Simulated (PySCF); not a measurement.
## Electronic structure of Ni(2+) (nickel, charge +2) at the UHF level

Configuration: [Ar] 3d8, high-spin 3F determinant. All numbers are calculated (PySCF 2.14, the spin-free X2C one-electron Hamiltonian (Gaussian nucleus), in cc-pVDZ-DK).

```
Total energy                        : -1518.241347 hartree
One-electron energy                 : -2089.2250 hartree
Hartree (Coulomb) energy            : 633.1223 hartree
Exchange energy                     : -62.1386 hartree
⟨S²⟩                                : 2.0027
⟨L²⟩                                : 12.023
Sum of ⟨r⟩                          : 15.67 bohr
Sum of ⟨r²⟩                         : 15.41 bohr²
Langevin diamagnetic susceptibility : -12.2 ×10⁻⁶ cm³/mol
Time after the integrals            : 0.2 s of wall time on 1 thread of Intel(R) Xeon(R) Platinum 8559C (shared host)
```

```json
{"shell": "1s α", "electrons": "1", "mean orbital energy (eV)": "-8421.5", "spread (eV)": "0", "rms radius, mean of both spins (bohr)": "0.0624"}
{"shell": "1s β", "electrons": "1", "mean orbital energy (eV)": "-8421.4", "spread (eV)": "0", "rms radius, mean of both spins (bohr)": "0.0624"}
{"shell": "2s α", "electrons": "1", "mean orbital energy (eV)": "-1071.0", "spread (eV)": "0", "rms radius, mean of both spins (bohr)": "0.265"}
{"shell": "2s β", "electrons": "1", "mean orbital energy (eV)": "-1069.0", "spread (eV)": "0", "rms radius, mean of both spins (bohr)": "0.265"}
{"shell": "2p α", "electrons": "3", "mean orbital energy (eV)": "-920.38", "spread (eV)": "0", "rms radius, mean of both spins (bohr)": "0.238"}
{"shell": "2p β", "electrons": "3", "mean orbital energy (eV)": "-918.33", "spread (eV)": "0", "rms radius, mean of both spins (bohr)": "0.238"}
{"shell": "3s α", "electrons": "1", "mean orbital energy (eV)": "-158.29", "spread (eV)": "0", "rms radius, mean of both spins (bohr)": "0.796"}
{"shell": "3s β", "electrons": "1", "mean orbital energy (eV)": "-152.92", "spread (eV)": "0", "rms radius, mean of both spins (bohr)": "0.796"}
{"shell": "3p α", "electrons": "3", "mean orbital energy (eV)": "-112.81", "spread (eV)": "0", "rms radius, mean of both spins (bohr)": "0.848"}
{"shell": "3p β", "electrons": "3", "mean orbital energy (eV)": "-106.36", "spread (eV)": "0", "rms radius, mean of both spins (bohr)": "0.848"}
{"shell": "3d α", "electrons": "5", "mean orbital energy (eV)": "-39.518", "spread (eV)": "1.458", "rms radius, mean of both spins (bohr)": "1.08"}
{"shell": "3d β", "electrons": "3", "mean orbital energy (eV)": "-36.932", "spread (eV)": "0", "rms radius, mean of both spins (bohr)": "1.08"}
```

Densities and radii are taken from the X2C orbitals without a picture-change correction, which distorts them close to the nucleus.
